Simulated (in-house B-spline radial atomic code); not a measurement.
## RPA and G0W0 on B3LYP (VWN-RPA): Ca8+

Configuration [Ne] 3s2, mean-field start B3LYP (VWN-RPA). Computed with a B-spline radial code for spherical atoms: all electrons, non-relativistic, point nucleus, each spin shell either full or empty, empty states to l = 9 with an (l + 1/2)⁻⁴ tail; G0W0 by contour deformation at full frequency.

Command:
```bash
python run_gw.py task.json out
```
Settings (radii: box in bohr, nucleus in fm):
```
Z                        20
electrons                12
configuration            [Ne] 3s2
hamiltonian              nr
method                   b3lyp
lmax                     9
spin_polarised           False
box_radius               7.7
intervals                47
ion_configuration        [Ne] 3s1
```

Cost of the run: 1.5 s on 1 thread of Arm Neoverse V2, on a shared host.

Energies (hartree):

```
                                     term       value
                         mean-field total  -655.41452
Hartree-Fock functional on these orbitals  -654.90483
                      direct second order    -0.86896
                    second-order exchange     0.31943
                         SOSEX correction     0.28784
```

Task: What is the RPA correlation energy, and what remains with SOSEX?

Result: RPA gives -0.77731 hartree (-1.76 eV per electron); RPA + SOSEX gives -0.48946, and the second-order doubles -0.54953 hartree (no singles). SOSEX takes back 37 % of the RPA value.

Quasi-particle levels (eV):

| level | occupied | mean field | Σx - vxc | Σc | QP weight | G0W0 |
| --- | --- | --- | --- | --- | --- | --- |
| 3s | yes | -179.92 | -5.71 | ? | ? | ? |
| 2p | yes | -505.35 | -27.03 | 3.99 | 0.963 | -528.39 |
| 3p | no | -155.44 | 9.65 | -2.24 | 0.959 | -148.03 |

G0W0 = mean field + (Σx - vxc) + Σc, with Σc (partial-wave tail included) taken at the quasi-particle energy. Levels of low weight are left out.

Task: Where does G0W0 put 3s?

Result: At -188.43 eV, with Σc = -2.80 eV and a quasi-particle weight of 0.967. The tabulated removal energy is 188.54 ± 0.06 eV (NIST, semi-empirical); the calculation leaves out relativity, Breit and QED terms, and what these don't explain is the method's own error.

Task: What does it cost to remove one electron (to [Ne] 3s1) by differences of total energies, each species on its own start (correlation terms add to the Hartree-Fock functional)?

Result: B3LYP (VWN-RPA) 187.78 eV, Hartree-Fock functional 185.43 eV, + RPA 188.27 eV, + RPA + SOSEX 187.50 eV, + second order 188.24 eV. Tabulated: 188.54 ± 0.06 eV (NIST, semi-empirical); the calculation leaves out relativity, Breit and QED terms, and what these don't explain is the method's own error.
